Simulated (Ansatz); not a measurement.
CH8BFSi2 can be A, `C[SiH](F)B[SiH3]`, or B, `BC([SiH3])[SiH2]F`.

Program: Ansatz. Geometries: PBE0-D4/def2-TZVP. ΔE: electronic, gas phase. CCSD(T)/CBS adds triple-zeta CCSD(T) − MP2 to the extrapolated MP2 energy (def2 sets, frozen cores). Functionals use def2-TZVPP. One conformer a species, not always the lowest.

Q: Which isomer does CCSD(T)/CBS put lower? Give the gap. (Estimate.)

A: Ansatz gave: B, by 16.9 kcal/mol.

Q: Give E(B) − E(A) in kcal/mol with LDA (SPW92), r2SCAN-D4, BLYP-D4, CCSD(T)/def2-TZVPP, PBE-D4, MP2/def2-TZVPP, HF/def2-TZVPP. (Estimate.)

A: Computed: LDA (SPW92) -14.9, r2SCAN-D4 -15.1, BLYP-D4 -13.9, CCSD(T)/def2-TZVPP -16.8, PBE-D4 -12.8, MP2/def2-TZVPP -20.5, HF/def2-TZVPP -15.6. None reverses the order clearly.

Q: Does the order hold for the free energy at 298.15 K (harmonic terms from PBE0-D4)? (Best estimate.)

A: Computed: Yes: G(B) − G(A) = -16.5 kcal/mol, for one conformer each. Modes under 60 cm⁻¹, often nearly free rotors, make the harmonic entropy too high.

Largest T1 diagnostic: 0.012.

The D4 term adds −1.6 kcal/mol with B3LYP and −0.8 kcal/mol with PBE0; it sums over pairs of atoms, weighted by their polarisabilities, and B3LYP, whose exchange is more repulsive, gets the larger term. From BLYP to BHLYP (50 % exact exchange), in def2-TZVPP and without D4, E(B) − E(A) moves by −3.6 kcal/mol.

B3LYP here is the variant with VWN-RPA as its local correlation; programs differ in this.
